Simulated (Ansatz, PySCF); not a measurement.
Species: S2O2 (charge 0, singlet). SMILES: O=S(=O)=S
Coordinates optimised at B3LYP-D3(BJ)/def2-TZVP (Ansatz, a quantum-chemistry and plane-wave program):
```xyz
4

S      0.0028    -0.0036    -0.3852
S     -0.0108     0.0139     1.4960
O      1.1957     0.3377    -1.1053
O     -1.1796    -0.3584    -1.1161
```
Charge 0, spin multiplicity 1.

Wanted: atomisation energy (electronic, to ground-state atoms), in eV. Cores are frozen in the correlated levels unless marked. UHF or UKS for open shells. Spin-orbit coupling is left out. Non-relativistic. The coupled-cluster limit lacks core correlation, which all-electron functionals hold. CBS(X,Y): correlation extrapolated as X^-3; Hartree-Fock from the larger set. The bracket is a focal-point correction in the basis named. The program attaches cautions to a run behind CCSD/STO-3G: large difference.

| level | program | atomisation energy (eV) | rough core time |
|---|---|---|---|
| HF-D3(BJ)/def2-TZVPD | PySCF + dftd3 | 5.60 | - |
| PBE-D3(BJ)/def2-TZVPD | Ansatz + dftd3 | 14.25 | under 20 s |
| PBE0/def2-QZVPP | Ansatz | 12.87 | under 20 s |
| r2SCAN0/def2-TZVPD | Ansatz | 12.12 | under 20 s |
| LC-wPBE/def2-TZVPD | Ansatz | 12.48 | under 20 s |
| B2GP-PLYP-D3(BJ)/def2-TZVPD | Ansatz + dftd3 | 12.52 | under 20 s |
| B2PLYP-D4/def2-TZVPD | Ansatz + dftd4 | 12.65 | under 20 s |
| MP2/6-31G* | Ansatz | 10.65 | - |
| RI-MP2/cc-pV(Q+d)Z | Ansatz | 13.85 | under 20 s |
| CCSD/STO-3G | Ansatz | -0.43 | - |
| CCSD/cc-pV(T+d)Z | Ansatz | 11.04 | - |
| CCSD(T)/6-31G | Ansatz | 0.74 | under 20 s |
| CCSD(T)/aug-cc-pV(T+d)Z | Ansatz | 12.09 | - |
| RI-MP2/CBS(aug-cc-pV(T+d)Z,aug-cc-pV(Q+d)Z)+[CCSD(T)-MP2]/aug-cc-pV(D+d)Z | Ansatz | 12.93 | 27 s |
| RI-MP2/CBS(aug-cc-pV(T+d)Z,aug-cc-pV(Q+d)Z)+[CCSD(T)-MP2]/aug-cc-pV(T+d)Z | Ansatz | 12.87 | - |

Core times are rough, on shared machines, summed over the molecules involved; a dash marks a level read off another run, or run on other hardware, by another program or under a memory cap.
